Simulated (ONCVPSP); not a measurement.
## What one change does to a pseudopotential (Br (Z = 35), ONCV)

* Element: bromine
* Generator: ONCVPSP 4.0.1
* Type: optimised norm-conserving Vanderbilt (ONCV)
* Functional: PBE
* Relativity: fully relativistic
* Frozen core: [Ar] 3d10
* Valence charge: 7
* Reference configuration: 4s2 4p5
* Partial waves: 4s: rc 1.30 bohr, ncon 3, nbas 6, qcut 5.1 1/bohr, 2 projectors, debl 0.3 Ha; 4p: rc 1.70 bohr, ncon 5, nbas 9, qcut 5.8 1/bohr, 2 projectors, debl 0.6 Ha
* Local potential: polynomial inside 1.25 bohr (lpopt 2, dvloc0 0 Ha)
* Core correction: Teter function, fcfact 5, rcfact 1.7

Open shells are filled in proportion to 2j + 1.

In the s channel the program set the typed energies aside and used -0.740, 0.250 Ha.

Change: s: qcut 3.6.

Cutoffs: the cutoffs (Ha) at which the residual kinetic energy of the hardest occupied pseudo-wave falls to 1 and 0.1 mHa per electron; they do not see the model core or the augmentation charge, which bear on the density cutoff. Errors are all-electron minus pseudo energies relative to the spin-unpolarised reference configuration.

Problem. How do hardness, ghosts and transferability respond?

Solution. The potential gets harder (13 Ha and 28 Ha → 45 Ha and 71 Ha); the errors of the 4 common tests hardly move; neither file shows a bound ghost.

| quantity | base | changed |
| --- | --- | --- |
| cutoff, loose | 13 Ha | 45 Ha |
| cutoff, tight | 28 Ha | 71 Ha |
| loose cutoff by channel | s 13 Ha, p 13 Ha | s 45 Ha, p 13 Ha |
| bound ghosts | none | none |
| GHOST(+) flags under 300 eV | s at 135.3 eV | none |
| error for 4s2 4p4, meV [ΔE 12.56 eV] | -18 | -18 |
| error for 4s2 4p3, meV [ΔE 35.33 eV] | -111 | -111 |
| error for 4s2 4p2, meV [ΔE 69.32 eV] | -359 | -359 |
| error for 4s2 4p1, meV [ΔE 115.35 eV] | -871 | -868 |
| s: phases at 1.32 bohr within 0.05 rad from the reference energy up to (Ha; the scan ends near 5) | 4.4 | 4.8 |
| p3/2: phases at 1.72 bohr within 0.05 rad from the reference energy up to (Ha; the scan ends near 5) | 4.0 | 4.0 |
| p1/2: phases at 1.72 bohr within 0.05 rad from the reference energy up to (Ha; the scan ends near 5) | 4.1 | 4.1 |
| rms error of d²Exc/dni dnj with the model core, mHa | 1.13 | 1.21 |
